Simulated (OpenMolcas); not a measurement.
OpenMolcas run: Nd

Input:

```
&GATEWAY
Coord
1

Nd 0.0 0.0 0.0
Basis=ANO-RCC-VTZP
Group=XYZ
NoMove
AngMom=0.0 0.0 0.0
AMFI
&SEWARD
&RASSCF
FileOrb=start.orb
Symmetry=1
Spin=5
nActEl=4 0 1
Inactive=16 12
Ras2=0 7
Ras3=5 0
CIRoot=35 35 1
SDav=35
CIMx=300
Iter=120 100
PrWF=0.3
OrbListing=Nothing
MaxOrb=0
Thrs=2.0e-7 1.0e-1 5.0e-4
Atom
>>> COPY $Project.JobIph JOB001
&RASSCF
FileOrb=start.orb
Symmetry=1
Spin=3
nActEl=4 0 1
Inactive=16 12
Ras2=0 7
Ras3=5 0
CIRoot=122 122 1
SDav=210
CIMx=300
Iter=120 100
PrWF=0.3
OrbListing=Nothing
MaxOrb=0
Thrs=2.0e-7 1.0e-1 5.0e-4
Atom
CIOnly
>>> COPY $Project.JobIph JOB002
&RASSCF
FileOrb=start.orb
Symmetry=1
Spin=1
nActEl=4 0 1
Inactive=16 12
Ras2=0 7
Ras3=5 0
CIRoot=122 122 1
SDav=196
CIMx=300
Iter=120 100
PrWF=0.3
OrbListing=Nothing
MaxOrb=0
Thrs=2.0e-7 1.0e-1 5.0e-4
Atom
CIOnly
>>> COPY $Project.JobIph JOB003
&RASSCF
FileOrb=start.orb
Symmetry=2
Spin=5
nActEl=4 0 1
Inactive=16 12
Ras2=0 7
Ras3=5 0
CIRoot=175 175 1
SDav=175
CIMx=300
Iter=120 100
PrWF=0.3
OrbListing=Nothing
MaxOrb=0
Thrs=2.0e-7 1.0e-1 5.0e-4
Atom
>>> COPY $Project.JobIph JOB004
&RASSCF
FileOrb=start.orb
Symmetry=2
Spin=3
nActEl=4 0 1
Inactive=16 12
Ras2=0 7
Ras3=5 0
CIRoot=122 122 1
SDav=735
CIMx=300
Iter=120 100
PrWF=0.3
OrbListing=Nothing
MaxOrb=0
Thrs=2.0e-7 1.0e-1 5.0e-4
Atom
CIOnly
>>> COPY $Project.JobIph JOB005
&RASSCF
FileOrb=start.orb
Symmetry=2
Spin=1
nActEl=4 0 1
Inactive=16 12
Ras2=0 7
Ras3=5 0
CIRoot=122 122 1
SDav=560
CIMx=300
Iter=120 100
PrWF=0.3
OrbListing=Nothing
MaxOrb=0
Thrs=2.0e-7 1.0e-1 5.0e-4
Atom
CIOnly
>>> COPY $Project.JobIph JOB006
&RASSI
NrOfJobIphs=5 21 15 105 101 55
1 2 3 4 5 6 7 8 9 10 11 12 13 14 15 16 17 18 19 20 21
1 2 3 4 5 6 7 8 9 10 11 12 13 14 15
1 2 3 4 5 6 7 8 9 10 11 12 13 14 15 16 17 18 19 20 21 22 23 24 25 26 27
28 29 30 31 32 33 34 35 36 37 38 39 40 41 42 43 44 45 46 47 48 49 50 51
52 53 54 55 56 57 58 59 60 61 62 63 64 65 66 67 68 69 70 71 72 73 74 75
76 77 78 79 80 81 82 83 84 85 86 87 88 89 90 91 92 93 94 95 96 97 98 99
100 101 102 103 104 105
1 2 3 4 5 6 7 8 9 10 11 12 13 14 15 16 17 18 19 20 21 22 23 24 25 26 27
28 29 30 31 32 33 34 35 36 37 38 39 40 41 42 43 44 45 46 47 48 49 50 51
52 53 54 55 56 57 58 59 60 61 62 63 64 65 66 67 68 69 70 71 72 73 74 75
76 77 78 79 80 81 82 83 84 85 86 87 88 89 90 91 92 93 94 95 96 97 98 99
100 101
1 2 3 4 5 6 7 8 9 10 11 12 13 14 15 16 17 18 19 20 21 22 23 24 25 26 27
28 29 30 31 32 33 34 35 36 37 38 39 40 41 42 43 44 45 46 47 48 49 50 51
52 53 54 55
IphNames
JOB001
JOB002
JOB004
JOB005
JOB006
EJob
SpinOrbit
DIPRint=1.0
SOCoupling=1000.0
Subsets=2
Property=9
'ANGMOM' 1 'ANGMOM' 2 'ANGMOM' 3 'MLTPL  1' 1 'MLTPL  1' 2 'MLTPL  1' 3
'AMFI' 1 'AMFI' 2 'AMFI' 3
SOProperty=3
'ANGMOM' 1 'ANGMOM' 2 'ANGMOM' 3
```

Launched by
```bash
OMP_NUM_THREADS=1 MOLCAS_MEM=2252 MOLCAS_PROJECT=a pymolcas a.inp > a.log  # once for each step of the input, in one work folder
```

A driver script runs the steps one by one and writes start.orb anew before each from the orbitals found so far, so a CI-only block uses the converged orbitals of the first block.

Output, cut to the results:

```
--- SEWARD ---
Basis set label: ND.ANO-RCC...8S7P5D3F2G1H.

      Electronic valence basis set:
      ------------------
      Associated Effective Charge  60.000000 au
      Associated Actual Charge     60.000000 au
      Nuclear Model: Point charge

      Shell  nPrim  nBasis  Cartesian Spherical Contaminant
         s      25       8        X
         p      22       7        X
         d      15       5                 X
         f      11       3                 X
         g       4       2                 X
         h       2       1                 X
                  Relativistic Douglas-Kroll-Hess integrals:
                    - DKH order of Hamiltonian: 2
                    - DKH order of Properties : 0
                  Atomic mean-field integrals
--- RASSCF ---
Wave function specifications:
      -----------------------------

      Number of closed shell electrons          56
      Number of electrons in active shells       4
      Max number of holes in RAS1 space          0
      Max nr of electrons in RAS3 space          1
      Number of inactive orbitals               28
      Number of active orbitals                 12
      Number of secondary orbitals              64
      Spin quantum number                      2.0
      State symmetry                             1
Orbital specifications:
      -----------------------

      Symmetry species                           1   2
                                                ag  au
      Frozen orbitals                            0   0
      Inactive orbitals                         16  12
      Active orbitals                            5   7
      RAS1 orbitals                              0   0
      RAS2 orbitals                              0   7
      RAS3 orbitals                              5   0
      Secondary orbitals                        30  34
      Deleted orbitals                           0   0
      Number of basis functions                 51  53
      Number of CSFs                            35
      Number of root(s) required                35
      Iter CI   SX   CI       RASSCF       Energy    max ROT     max BLB   max BLB  Level Ln srch  Step   QN
          iter iter root      energy       change     param      element    value   shift minimum  type update
 Nr of preliminary CI iterations:   1
 ###############################################################################
 ###############################################################################
 ###                                                                         ###
 ###                                                                         ###
 ###    WARNING: Problems in orbital optimization.                           ###
 ###                                                                         ###
 ###                                                                         ###
 ###############################################################################
 ###############################################################################
  Warning: In symmetry  1, orbital p=  17 has diagonal density matrix element D(p,p) close to zero. D(p,p)=  0.000000E+00
  Warning: In symmetry  1, orbital p=  18 has diagonal density matrix element D(p,p) close to zero. D(p,p)=  0.000000E+00
        ...
  Warning: In symmetry  1, orbital p=  19 has diagonal density matrix element D(p,p) close to zero. D(p,p)=  0.000000E+00
  Warning: In symmetry  1, orbital p=  20 has diagonal density matrix element D(p,p) close to zero. D(p,p)=  0.000000E+00
  Warning: In symmetry  1, orbital p=  21 has diagonal density matrix element D(p,p) close to zero. D(p,p)=  0.000000E+00
       11   1    6    0  -615.94234177   -1.52E-07  -5.02E-05   12  22 2  1.04E-04   0.50   1.32    QN   YES
      Convergence after 11 iterations
       12   1    6    0  -615.94234179   -2.16E-08  -5.02E-05   12  22 2  1.22E-05   0.50   1.32    QN   YES
      Natural orbitals and occupation numbers for root  1
      sym 1:   0.000000   0.000000   0.000000   0.000000   0.000000
      sym 2:   0.729011   0.293095   0.972886   0.438530   0.619230   0.557497   0.389751
      Natural orbitals and occupation numbers for root  2
      sym 1:   0.000000   0.000000   0.000000   0.000000   0.000000
      sym 2:   0.767465   0.330071   0.936700   0.721762   0.248638   0.574195   0.421168
      Natural orbitals and occupation numbers for root  3
      sym 1:   0.000000   0.000000   0.000000   0.000000   0.000000
...
--- RASSI ---
SPIN-FREE ENERGIES:
  (Shifted by EMIN (a.u.) =      -9616.0105307730)

 SF State       Relative EMIN(au)   Rel lowest level(eV)    D:o, cm**(-1)      L_eff

    37             0.0000000000        0.0000000000              0.0000         7.0
    38             0.0000000000        0.0000000000              0.0000         7.0
    39             0.0000000000        0.0000000000              0.0000         7.0
    40             0.0000000000        0.0000000000              0.0000         7.0
    41             0.0000000000        0.0000000000              0.0000         7.0
    42             0.0000000000        0.0000000000              0.0000         7.0
    43             0.0000000000        0.0000000000              0.0000         7.0
    44             0.0000000000        0.0000000000              0.0000         7.0
    45             0.0000000000        0.0000000000              0.0000         7.0
    46             0.0000000000        0.0000000000              0.0000         7.0
    47             0.0000000000        0.0000000000              0.0000         7.0
    48             0.0000000000        0.0000000000              0.0000         7.0
    49             0.0000000000        0.0000000000              0.0000         7.0
    50             0.0000000000        0.0000000000              0.0000         7.0
    51             0.0000000000        0.0000000000              0.0000         7.0
    52             0.0003744650        0.0101897122             82.1856         8.0
    53             0.0003744650        0.0101897122             82.1856         8.0
    54             0.0003744650        0.0101897122             82.1856         8.0
    55             0.0003744650        0.0101897122             82.1856         8.0
    56             0.0003744650        0.0101897122             82.1856         8.0
    57             0.0003744650        0.0101897122             82.1856         8.0
...
```

Levels above the lowest, from the spin-orbit matrix, grouped by J:

```tsv
Configuration	Term	J	E (cm⁻¹)	g	Term weight %	Second
4f³ 5d 6s²	⁵L°	6	0.0	0.721	95	4 ³K°(1)
4f³ 5d 6s²	⁵K°	5	203	0.679	92	6 ³I°(1)
4f³ 5d 6s²	⁵L°	7	1772	0.914	97	
4f³ 5d 6s²	⁵K°	6	1825	0.908	96	3 ³I°(1)
4f⁴ 6s²	⁵I	4	3222	0.599	100	
4f³ 5d 6s²	⁵K°	7	3557	1.053	98	
4f³ 5d 6s²	⁵L°	8	3705	1.043	99	
4f⁴ 6s²	⁵I	5	4278	0.900	100	
4f³ 5d 6s²	⁵I°	4	5212	0.613	93	6 ³H°
4f³ 5d 6s²	⁵K°	8	5397	1.151	98	
4f⁴ 6s²	⁵I	6	5503	1.071	100	
4f³ 5d 6s²	³I°(1)	5	5642	0.862	66	17 ⁵I°
4f³ 5d 6s²	⁵L°	9	5782	1.134	99	
4f³ 5d 6s²	⁵H°(1)	3	6148	0.535	87	12 ³G°
4f³ 5d 6s²	⁵I°	5	6560	0.907	80	9 ³I°(1)
4f³ 5d 6s²	⁵H°(1)	4	6793	0.858	61	34 ³H°
4f³ 5d 6s²	³I°(1)	6	6861	1.023	43	29 ⁵I°
4f⁴ 6s²	⁵I	7	6877	1.177	99	
4f³ 5d 6s²	⁵K°	9	7341	1.219	97	2 ³L°
4f³ 5d 6s²	⁵L°	10	7989	1.200	100	
4f³ 5d 6s²	⁵G°(1)	2	8009	0.332	100	
4f³ 5d 6s²	³H°	4	8075	0.910	39	30 ⁵H°(1)
4f³ 5d 6s²	⁵G°(1)	3	8144	0.853	73	20 ³G°
4f³ 5d 6s²	⁵I°	6	8219	1.065	69	15 ³I°(1)
```

Against the 16 measured excited levels shown (NIST Handbook of Basic Atomic Spectroscopic Data) the mean absolute deviation is 7000 cm-1; the largest miss in energy is 4f³ 5d 6s² ⁵L°₆: computed -3222, measured 6764 cm⁻¹ (-147.6 %). These deviations count from the computed level that pairs with the measured ground level.

High states are left out of the spin-orbit mixing, which shifts the levels that they would mix with. Without dynamic correlation excited terms often stand tens of per cent too high (terms of higher spin than the ground term too low), and those without a measured partner can miss by more than the paired ones. Terms from blocks run as CI alone lack orbitals of their own. The lowest computed level is not the ground level that NIST lists (5I4). Computed and measured levels are paired by configuration, term and J; levels that our copy of the source lacks, or whose pairing is in doubt (as where it misses far off the trend of its configuration), stay unpaired and out of the deviations. Only configurations of the active space appear. The first state left out of the spin-orbit step lies near 17000 cm-1 above the lowest spin-free state of the reference (among the parities and spins computed), and the list stops at four fifths of that energy or lower. The table shows the lowest 24 of 43 levels.

The term weight is that of the spin-free term in the level, not the purity of its configuration. A number in round brackets counts repeated terms of one configuration in the order of the reference energies. ° marks odd parity.
